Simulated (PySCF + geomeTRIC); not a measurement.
Species: [Nb(=O)(F)3] (charge 0, multiplicity 1).

Question: Give a relaxed geometry from TPSS-D3(BJ)/def2-SVP in PySCF + geomeTRIC.

Answer: the end point of this relaxation.
Cartesian coordinates (Å) in one orientation:
```xyz
5

Nb    -0.162     0.056    -0.065
O      0.994     0.712     1.005
F     -1.475     1.359    -0.341
F     -0.872    -1.474     0.743
F      0.720    -0.366    -1.659
```
